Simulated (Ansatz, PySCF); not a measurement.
Gas-phase reaction in SMILES: CC1=CC[SiH2]C1 [3-methyl-2,5-dihydro-1H-silole] + 7 [H][H] (H2) → 5 C (CH4) + [SiH4] (SiH4)
Each molecule is optimised on its own at B3LYP-D3(BJ)/def2-TZVP (Ansatz, a quantum-chemistry and plane-wave program), one conformer each, not searched for the lowest. Frequencies are from Ansatz or PySCF.

Property: energy of full hydrogenation (0 K, with B3LYP-D3(BJ) harmonic zero-point energies), in kcal/mol. Cores are frozen in the correlated levels unless marked. No spin-orbit coupling. Non-relativistic. CBS(X,Y): correlation extrapolated as X^-3; Hartree-Fock from the larger set.

CCSD(T)/CBS(cc-pV(T+d)Z,cc-pV(Q+d)Z) (Ansatz) gives -84.4 kcal/mol.

Another calculation gave -88.7 kcal/mol. Which level was it?
A) HSE06/def2-TZVPD (Ansatz)
B) r2SCANh/def2-TZVPD (Ansatz)
C) revPBE/def2-TZVPD (Ansatz)
D) BHLYP/def2-TZVPD (Ansatz)

B, r2SCANh/def2-TZVPD (Ansatz). The others give -103.1 (BHLYP), -92.6 (HSE06), -85.5 (revPBE) kcal/mol.
